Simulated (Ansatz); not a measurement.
Input for Ansatz (development build ahead of 0.2.0):

```yaml
crystal:
  periodic: [false, false, false]
  atoms:
    - { symbol: Li, position_ang: [-0.85966, -0.89574, -0.88512] }
    - { symbol: F, position_ang: [-0.96436, -0.90452, 0.93211] }
    - { symbol: F, position_ang: [-0.99331, 0.97205, -0.95144] }
    - { symbol: Li, position_ang: [-0.82537, 0.83152, 0.82386] }
    - { symbol: F, position_ang: [0.93969, -0.99532, -0.96538] }
    - { symbol: Li, position_ang: [0.85693, -0.90437, 0.84467] }
    - { symbol: Li, position_ang: [0.88545, 0.89244, -0.83973] }
    - { symbol: F, position_ang: [0.90172, 0.93521, 0.94039] }
basis:
  gaussian: { orbitals: "6-31G" }
hamiltonian:
  xc: hf
```

The input is written out in the form of the current development build from the run's settings.

Results

```json
{
  "Converged": "yes",
  "Total energy": "-428.03566 hartree",
  "Spin squared of the determinant": "0.000"
}
```
